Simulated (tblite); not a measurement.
C3H12Si2.
Atom-mapped SMILES: `[CH3:1][CH2:2][SiH2:3][SiH2:4][CH3:5]` (hydrogens: H6, H7, H8 on C1; H9, H10 on C2; H11, H12 on Si3; H13, H14 on Si4; H15, H16, H17 on C5)

Computed with GFN2-xTB (tblite), gas phase: L-BFGS steps from a force-field or distance-geometry start until the largest atomic force falls under 0.01 eV/Å.

Step 0: E = -434.5391 eV
```
atom  x, y, z in Å  |  force x, y, z in eV/Å
C1      3.0401    0.0854    0.2211   -0.224   0.296  -0.005
C2      1.7232   -0.2840   -0.4812    1.049  -0.501   0.175
Si3     0.1801    0.2984    0.3802   -1.095   0.433   0.410
Si4    -1.6684   -0.3745   -0.8556    1.263  -0.628  -0.201
C5     -3.2113    0.1960   -0.0076   -1.041   0.559   0.446
H6      3.0769   -0.3305    1.2308   -0.036   0.073  -0.173
H7      3.1444    1.1785    0.2955   -0.067  -0.386   0.001
H8      3.8914   -0.2936   -0.3402    0.037  -0.021   0.019
H9      1.7550    0.1097   -1.4902   -0.005   0.012  -0.241
H10     1.6845   -1.3813   -0.5603    0.023   0.243  -0.105
H11     0.0981   -0.2617    1.7511    0.182   0.168  -0.137
H12     0.1814    1.7828    0.4847    0.160  -0.261   0.112
H13    -1.5946    0.1777   -2.2137   -0.159  -0.076  -0.082
H14    -1.6692   -1.8665   -0.9591   -0.153   0.378  -0.095
H15    -3.2407    1.2978    0.0658   -0.009  -0.547   0.030
H16    -3.3018   -0.2115    1.0080    0.013   0.174  -0.365
H17    -4.0959   -0.1106   -0.5726    0.063   0.083   0.211
```

Task: Estimate the geometry and energy of step 1. (The exact step hangs on the optimiser's Hessian estimate; all steps are aligned on step 0, rigid shifts and turns removed.)

Result: E = -434.6070 eV, largest force 0.428 eV/Å
```
atom  x, y, z in Å  |  force x, y, z in eV/Å
C1      3.0369    0.0897    0.2210    0.119  -0.039  -0.005
C2      1.7381   -0.2912   -0.4787    0.149   0.054   0.094
Si3     0.1644    0.3045    0.3860   -0.333   0.154   0.119
Si4    -1.6504   -0.3835   -0.8584    0.371  -0.208   0.045
C5     -3.2262    0.2040   -0.0013   -0.061  -0.007  -0.073
H6      3.0763   -0.3294    1.2283   -0.033   0.069  -0.117
H7      3.1435    1.1730    0.2955   -0.067  -0.113   0.007
H8      3.8919   -0.2939   -0.3399   -0.008   0.038   0.082
H9      1.7550    0.1099   -1.4937    0.022  -0.070  -0.031
H10     1.6848   -1.3778   -0.5618    0.074  -0.020  -0.091
H11     0.1007   -0.2593    1.7491    0.145   0.138  -0.038
H12     0.1837    1.7791    0.4863    0.133  -0.121   0.120
H13    -1.5968    0.1766   -2.2149   -0.127  -0.087  -0.069
H14    -1.6714   -1.8611   -0.9605   -0.127   0.183  -0.105
H15    -3.2408    1.2899    0.0662   -0.056  -0.096   0.065
H16    -3.3017   -0.2090    1.0028   -0.052   0.090  -0.094
H17    -4.0950   -0.1094   -0.5696   -0.149   0.034   0.092
```

The energy changes by -0.0678 eV. The first-order estimate −F·Δx gives -0.1134 eV and the mean of the old and new forces, exact on a quadratic surface, -0.0686 eV. The step makes an angle of 0° with the force vector and moves no atom by more than 0.020 Å.

What follows is the cost of the whole relaxation. The run took 0.36 s wall on an Arm Neoverse N1 with one thread, no GPU, shared host.
